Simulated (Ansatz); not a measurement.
Reaction (ligand exchange at the Si–C bond): `[SiH3]C(Cl)Cl` + `C[O][Zn][OH]` → `C[O][Zn][O][SiH3]` + `ClCCl`

Program: Ansatz. Geometries: PBE0-D4/def2-TZVP. ΔE: electronic, gas phase. CCSD(T)/CBS adds triple-zeta CCSD(T) − MP2 to the extrapolated MP2 energy (def2 sets, frozen cores). This one scheme is used for every species. DFT in def2-TZVPP. For Zn outer-core shells are correlated without core-valence functions, which leaves a few kJ/mol of doubt a bond. Scalar relativity is left out up to krypton. One conformer a species, not always the lowest.

| level | ΔE (kJ/mol) |
| --- | --- |
| PBE-D4 | -99.0 |
| r2SCANh-D4 | -117.0 |
| BLYP | -115.1 |
| CCSD/def2-SVP | -131.2 |

(1) What does CCSD(T)/CBS give? (Estimate.)

Largest T1 diagnostic among the species: 0.017.

Answers

(1) The calculation gave: -116.2 kJ/mol. The listed levels differ from it by 17.2, -0.8, 1.1, -15.0 kJ/mol.

In def2-TZVPP, CCSD(T) changes the Hartree–Fock value by +32.4 kJ/mol (the triples alone add +5.1 kJ/mol) and MP2 by +33.4 kJ/mol. Leaving LDA and LC-ωPBE aside and taking each functional with its dispersion term where it has one, the values, not all of them listed here, spread over 31.2 kJ/mol, from BHLYP-D4 to revPBE-D4. LDA lies +4.8 kJ/mol from PBE without D4.
